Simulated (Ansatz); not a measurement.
Program: Ansatz. Geometries: PBE0-D4/def2-TZVP. ΔE: electronic, gas phase. CBS: MP2 limit from def2 TZ/QZ plus the TZ coupled-cluster correction, frozen cores. Functionals use def2-TZVPP. For Ge outer-core shells are correlated without core-valence functions, which leaves a few kJ/mol of doubt a bond. Scalar relativity is left out up to krypton. One conformer a species, not always the lowest.

Reaction (redistribution): `[NH2][GeH2][CH2]F` + `N[Si@H](F)N[Si@H](N)F` → `[NH2][GeH2][NH][SiH](N)F` + `N[SiH](F)CF`

`[NH2][GeH2][CH2]F`:

Cartesian coordinates in Å:
```
N -0.564 1.070 1.366
Ge -0.085 -0.533 0.607
C 0.482 -0.370 -1.285
F -0.545 0.200 -2.029
H -1.344 1.518 0.905
H 0.191 1.739 1.437
H -1.314 -1.452 0.678
H 1.097 -1.097 1.416
H 1.364 0.272 -1.376
H 0.719 -1.347 -1.719
```

`N[Si@H](F)N[Si@H](N)F`:

Cartesian coordinates in Å:
```
N -1.655 0.941 -0.362
Si -0.538 0.233 -1.451
F -1.208 -1.169 -1.820
N 0.983 0.102 -0.694
Si 1.412 -0.512 0.857
N -0.013 -0.762 1.719
F 2.409 0.568 1.498
H -1.451 1.854 0.016
H -2.641 0.842 -0.549
H -0.321 0.928 -2.742
H 1.759 0.403 -1.266
H 2.224 -1.747 0.825
H -0.096 -1.411 2.479
H -0.864 -0.272 1.489
```

`[NH2][GeH2][NH][SiH](N)F`:

Cartesian coordinates in Å:
```
N -1.042 -1.707 0.300
Ge -1.161 -0.387 -0.988
N -0.495 1.145 -0.231
Si 1.075 1.366 0.392
N 1.675 -0.178 0.725
F 2.102 2.051 -0.633
H -1.735 -1.637 1.032
H -1.066 -2.647 -0.075
H -2.606 -0.046 -1.412
H -0.318 -0.887 -2.169
H -1.143 1.915 -0.181
H 1.012 2.352 1.498
H 1.050 -0.943 0.936
H 2.651 -0.398 0.805
```

`N[SiH](F)CF`:

```xyz
10

N     1.457    0.538   -0.326
Si   -0.157    0.199   -0.701
F    -1.069    1.493   -0.958
C    -0.877   -0.717    0.782
F    -0.389   -0.150    1.961
H     2.115    0.882   -1.004
H     1.715    0.785    0.616
H    -0.239   -0.591   -1.951
H    -0.586   -1.773    0.771
H    -1.970   -0.667    0.809
```

| level | ΔE (eV) |
| --- | --- |
| ωB97X-V | 0.39 |
| ωB97M-V | 0.40 |
| HF/def2-QZVPP | 0.42 |
| HF/CBS(def2) | 0.42 |

Task: What does CCSD(T)/CBS give? (An estimate is asked.)

Result: Ansatz gave: +0.41 eV. The listed levels differ from it by -0.02, -0.01, 0.01, 0.01 eV.

Largest T1 diagnostic among the species: 0.011.
